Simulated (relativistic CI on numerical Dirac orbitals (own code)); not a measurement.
**Crystal-field levels of Ru²⁺, 4d6**

Calculated by Dirac-Coulomb-Breit CI, separate exchange-only KLI orbitals for each configuration, QED by a radiative potential, valence Slater integrals scaled by 0.7, one configuration in a parametric crystal field (own radial code).

Field parameters in Wybourne normalisation: Oh B⁴₀ = 21Dq, B⁴₄ = √(5/14) B⁴₀; Td as Oh with Dq negative (B⁴₀ = 21Dq, B⁴₄ = √(5/14) B⁴₀). The field is a parameter set, without covalency.

S and J are read from ⟨S²⟩ = S(S + 1) and ⟨J²⟩ = J(J + 1) of each level; they are not fictitious spins.

Oh, 10Dq = 10150 cm⁻¹, the lowest 16 levels:

```
E (cm⁻¹)  Degeneracy  Irrep     S     J
     0.0           1     A1  0.82  4.14
     471           3     T2  1.98  3.81
     686           2      E  1.93  3.48
     817           3     T1  1.94  3.37
    1434           3     T1  1.95  2.68
    1469           3     T2  1.91  2.58
    1578           1     A1  1.67  3.34
    4493           2      E  1.09  4.21
    4756           3     T2  1.14  4.05
    5614           3     T1  1.13  4.06
    6721           1     A1  1.00  4.08
    7348           3     T1  0.94  4.12
    7793           2      E  1.02  4.18
    8348           3     T2  1.01  4.26
    8574           1     A2  1.00  4.61
   10051           3     T1  0.45  4.99
```

Oh, 10Dq = 27000 cm⁻¹, the lowest 10 levels:

```csv
E (cm⁻¹),Degeneracy,Irrep,S,J
0.0,1,A1,0.02,4.54
19878,2,E,1.01,4.14
19961,3,T2,1.01,4.02
20555,3,T1,1.01,3.89
21063,1,A1,1.01,3.74
23879,3,T1,0.89,4.19
24341,2,E,1.01,3.96
24939,3,T2,1.01,3.84
25286,1,A2,1.00,3.87
25819,3,T1,0.30,5.02
```

Td, 10Dq = -8600 cm⁻¹, the lowest 16 levels:

| E (cm⁻¹) | Degeneracy | Irrep | S | J |
| --- | --- | --- | --- | --- |
| 0.0 | 1 | A1 | 1.96 | 3.35 |
| 77.0 | 3 | T1 | 1.97 | 3.28 |
| 126 | 2 | E | 1.96 | 3.21 |
| 275 | 3 | T2 | 1.98 | 3.12 |
| 438 | 1 | A2 | 2.00 | 3.00 |
| 5400 | 3 | T2 | 1.02 | 3.86 |
| 5592 | 2 | E | 1.05 | 3.93 |
| 6420 | 3 | T1 | 1.04 | 4.68 |
| 6590 | 1 | A1 | 1.03 | 5.01 |
| 7968 | 3 | T2 | 1.93 | 3.72 |
| 8534 | 2 | E | 1.93 | 3.15 |
| 8611 | 3 | T1 | 1.96 | 3.19 |
| 9290 | 3 | T2 | 1.93 | 2.47 |
| 9328 | 1 | A1 | 1.95 | 2.02 |
| 9335 | 3 | T1 | 1.96 | 2.24 |
| 11312 | 3 | T2 | 0.68 | 4.48 |

Td, 10Dq = -15850 cm⁻¹, the lowest 16 levels:

| E (cm⁻¹) | Degeneracy | Irrep | S | J |
| --- | --- | --- | --- | --- |
| 0.0 | 2 | E | 1.21 | 3.74 |
| 164 | 3 | T2 | 1.12 | 3.75 |
| 586 | 3 | T1 | 1.39 | 4.02 |
| 593 | 1 | A1 | 1.45 | 4.11 |
| 2380 | 1 | A2 | 2.00 | 3.00 |
| 2606 | 3 | T2 | 1.91 | 3.16 |
| 2802 | 2 | E | 1.86 | 3.28 |
| 3151 | 3 | T1 | 1.72 | 3.72 |
| 3362 | 1 | A1 | 1.66 | 3.97 |
| 7581 | 3 | T2 | 0.12 | 4.58 |
| 8473 | 2 | E | 0.10 | 4.79 |
| 14424 | 1 | A1 | 0.44 | 3.83 |
| 14723 | 3 | T1 | 1.00 | 5.02 |
| 14814 | 3 | T2 | 1.01 | 4.99 |
| 14939 | 2 | E | 1.05 | 4.04 |
| 15022 | 3 | T2 | 1.03 | 4.08 |

Oh, 10Dq = 11750 cm⁻¹, the lowest 16 levels:

```
E (cm⁻¹)  Degeneracy  Irrep     S     J
     0.0           1     A1  0.28  4.48
    3088           3     T2  1.97  3.80
    3157           2      E  1.85  3.56
    3322           3     T1  1.88  3.36
    3790           1     A1  1.83  2.99
    3855           3     T2  1.79  2.87
    3960           3     T1  1.92  2.82
    5807           2      E  1.20  4.10
    6180           3     T2  1.33  3.81
    6997           3     T1  1.26  3.90
    7889           1     A1  1.13  3.91
    8705           3     T1  0.94  4.14
    9146           2      E  1.02  4.16
    9716           3     T2  1.01  4.17
    9954           1     A2  1.00  4.45
   11284           3     T1  0.32  5.07
```

The free-ion ground term has S = 2. The field overcomes the spin-pairing energy for Oh, 10Dq = 10150 cm⁻¹; Oh, 10Dq = 27000 cm⁻¹; Td, 10Dq = -15850 cm⁻¹; Oh, 10Dq = 11750 cm⁻¹, where the ground state has lower spin; these fields are assumed values.

Levels of this model without a field, named by their leading LS term (the scale mimics covalency, so terms lie below those of the real free ion): 5D_4 0, 5D_3 1107, 5D_2 1730, 5D_1 2144, 5D_0 2340, 3H_6 12380, 3H_4 12456, 3H_5 12685 cm⁻¹.
